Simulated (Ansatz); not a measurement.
Nudged elastic band run: H5NO3Sn

input.yaml

```yaml
crystal:
  periodic: [false, false, false]
  atoms:
    - { symbol: "N", position_ang: [-1.361097, 0.144907, -1.227467] }
    - { symbol: Sn, position_ang: [0.165891, -0.016496, 0.070456] }
    - { symbol: O, position_ang: [1.24006, -1.667054, -0.058568] }
    - { symbol: O, position_ang: [-0.428343, -0.114712, 1.952211] }
    - { symbol: O, position_ang: [1.234385, 1.602874, -0.276803] }
    - { symbol: H, position_ang: [-1.139346, 0.860045, -1.93571] }
    - { symbol: H, position_ang: [-1.531697, -0.747075, -1.71277] }
    - { symbol: H, position_ang: [1.18448, -2.117941, 0.809603] }
    - { symbol: H, position_ang: [-1.277824, 0.361018, 2.047792] }
    - { symbol: H, position_ang: [1.996591, 1.643133, 0.334158] }
basis:
  gaussian: { orbitals: def2-SVP }
hamiltonian:
  xc: lda
neb:
  order_check: false
  images: 7
  f_tol: 0.05
  max_iterations: 60
  initial_path: idpp
  final_atoms:
    - { symbol: "N", position_ang: [-1.37227252, 0.05246636, -1.22065395] }
    - { symbol: Sn, position_ang: [0.1674503, -0.02577821, 0.06983351] }
    - { symbol: O, position_ang: [0.79176448, -1.89031115, -0.06693277] }
    - { symbol: O, position_ang: [-0.3509941, 0.43670338, 1.91954132] }
    - { symbol: O, position_ang: [1.61369899, 1.27989449, -0.24386506] }
    - { symbol: H, position_ang: [-1.30855962, 0.88503145, -1.82316108] }
    - { symbol: H, position_ang: [-1.36258182, -0.78345217, -1.8233472] }
    - { symbol: H, position_ang: [1.51147379, -2.05415444, 0.57428032] }
    - { symbol: H, position_ang: [-1.29546161, 0.21918792, 2.0530883] }
    - { symbol: H, position_ang: [1.68858211, 1.82911137, 0.56411862] }
```

Launched with:

```bash
$ ansatz run input.yaml --threads 2 --pin off --max-ram 3072MiB --backend cpu --events-out ev --progress --plain --runs-dir out
```

Output, in part (warnings, iteration lines, the closing report on the highest movable image, with atoms numbered from 0):

```
NEB end point (image 0): max|allowed force component| = 1.092e-3 eV/Å (the criterion of neb.relax_end_points is 1.000e-2)
NEB end point (image 8): max|allowed force component| = 4.242e-3 eV/Å (the criterion of neb.relax_end_points is 1.000e-2)
NEB iter   1: max|band force component| = 6.806e-1 eV/Å  barrier→ = 0.0453 eV  barrier← = 0.0453 eV  Δτ_max = 0.0607 Å  (246 SCF iters)
NEB iter   2: max|band force component| = 1.774e-1 eV/Å  barrier→ = 0.0128 eV  barrier← = 0.0128 eV  CI = image 4  Δτ_max = 0.0458 Å  (202 SCF iters)
NEB iter   3: max|band force component| = 4.931e-2 eV/Å  barrier→ = 0.0052 eV  barrier← = 0.0052 eV  CI = image 4  Δτ_max = 0.0000 Å  (402 SCF iters)
Total energy: -13473.09494085 eV, -495.1271066846 hartree
Atom 0 at    -1.326403     0.296068    -1.219984 Å, force    -0.007050     0.001873    -0.000086 eV/Å
Atom 1 at     0.179886    -0.050683     0.061637 Å, force     0.033922    -0.012212    -0.035911 eV/Å
Atom 2 at     0.722439    -1.938567    -0.117099 Å, force    -0.005510     0.012052    -0.034912 eV/Å
Atom 3 at    -0.287528     0.207320     1.964022 Å, force     0.037083    -0.010548     0.003287 eV/Å
Atom 4 at     1.625656     1.232071    -0.331778 Å, force    -0.013498    -0.010519    -0.033346 eV/Å
Atom 5 at    -1.072082     1.049429    -1.874956 Å, force    -0.005753     0.001970     0.002589 eV/Å
Atom 6 at    -1.534602    -0.552512    -1.765654 Å, force    -0.005817     0.001787     0.002796 eV/Å
Atom 7 at     0.951416    -2.293917     0.764508 Å, force     0.004230    -0.010249     0.043168 eV/Å
Atom 8 at    -1.222707     0.487427     2.017376 Å, force    -0.049190     0.015083     0.010713 eV/Å
Atom 9 at     2.047025     1.512065     0.504829 Å, force     0.011583     0.010763     0.041703 eV/Å
Dipole moment:    -0.217046     0.068573     0.082196 e Å
```

The forces met the threshold. The top lies less than 8 meV above the higher end, about what the thresholds resolve: that end is a shoulder or a very shallow well. A vibrational analysis at the climbing image gives one clearly imaginary mode, 116i cm⁻¹: a first-order saddle point.

Final band (atoms are numbered from 1 in the order of the input):

```
image  path coordinate (Å)  energy (eV)  dihedral O3–Sn2–O5–H10 (°)
    0                 0.00        0.000                         -56
    1                 0.16        0.000                         -66
    2                 0.32        0.002                         -77
    3                 0.47        0.004                         -87
    4                 0.63        0.005                         -97
    5                 0.78        0.004                        -105
    6                 0.94        0.002                        -112
    7                 1.09        0.001                        -118
    8                 1.25        0.000                        -121
```

The run took 40 s on 2 threads of Intel(R) Xeon(R) Platinum 8175M CPU @ 2.50GHz (Skylake/Cascade Lake) (shared host), peak memory 0.17 GiB.
